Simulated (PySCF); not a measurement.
Geometry (Å), atoms numbered from 1 in this order:
```xyz
21

C    -2.122   -0.757    0.065
C    -1.166    0.312    0.539
O     0.052    0.155   -0.130
C     1.088    1.022    0.273
C     0.923    2.410   -0.331
C     2.402    0.371   -0.134
C     2.625   -0.985    0.512
H    -2.279   -0.676   -1.021
H    -1.718   -1.758    0.278
H    -3.096   -0.658    0.567
H    -1.012    0.235    1.636
H    -1.601    1.315    0.353
H     1.070    1.108    1.381
H    -0.028    2.874   -0.028
H     0.937    2.345   -1.430
H     1.737    3.077   -0.010
H     3.224    1.061    0.119
H     2.402    0.272   -1.233
H     1.798   -1.665    0.264
H     3.565   -1.445    0.170
H     2.674   -0.901    1.610
```

Geometry: PBE0-D3(BJ)/def2-SVP; GIAO absolute shieldings from PySCF 2.14, gas phase, non-relativistic, averaged over equivalent atoms.

At LC-wPBE/pcSseg-1 (189 basis functions, 37 s wall time on 1 thread of an Arm Neoverse V2, shared host):
```
      atoms  σ (ppm)
         C4    113.3
         C2    124.8
         C6    156.9
         C5    168.9
         C1    171.4
         C7    176.6
         O3    283.7
        H12    27.84
        H11    28.48
        H13    28.61
        H18    30.08
  H8/H9/H10    30.08
H14/H15/H16    30.26
H19/H20/H21    30.31
        H17    30.32
```

Problem. What do these become at PBE0/pcSseg-1?

Solution. 
```tsv
atoms	σ at PBE0/pcSseg-1	change
C4	106.5	-6.8
C2	118.9	-5.9
C6	150.8	-6.1
C5	164.9	-4.0
C1	167.0	-4.4
C7	171.7	-4.9
O3	264.6	-19.1
H12	27.64	-0.20
H11	28.36	-0.12
H13	28.45	-0.16
H18	30.01	-0.07
H8/H9/H10	30.03	-0.05
H14/H15/H16	30.19	-0.07
H19/H20/H21	30.24	-0.07
H17	30.17	-0.15
```

The largest change is at O3 (ether oxygen). Cost: 189 basis functions, 18 s wall time on 1 thread of an Intel Xeon 6975P-C, shared host. The order of the carbon signals is the same at both levels.
